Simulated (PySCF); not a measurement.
## How methods differ on the ionisation energy of Zn⁺

Zn⁺ [Ar] 3d10 4s1 (2S) → Zn²⁺ [Ar] 3d10 (1S), as a difference of total energies. Calculation: PySCF 2.14, in aug-cc-pVDZ-PP with ECP10MDF (5s5p4d2f, 54 functions); scalar relativity through the core potential. Correlated levels: valence: 3s2 3p6 frozen. The calculations carry no spin-orbit coupling.

Task: Order these methods by the ionisation energy they give, lowest first.
A. LC-wPBE
B. SCS-MP2 (valence)
C. wB97M-V
D. PBE

Result: B (17.534 eV), C (17.878 eV), A (18.098 eV), D (18.555 eV).

Errors of the correlated levels include the incompleteness of this basis and the frozen core.

For comparison: 17.964 eV (measured; NIST Atomic Spectra Database, ionization energies).
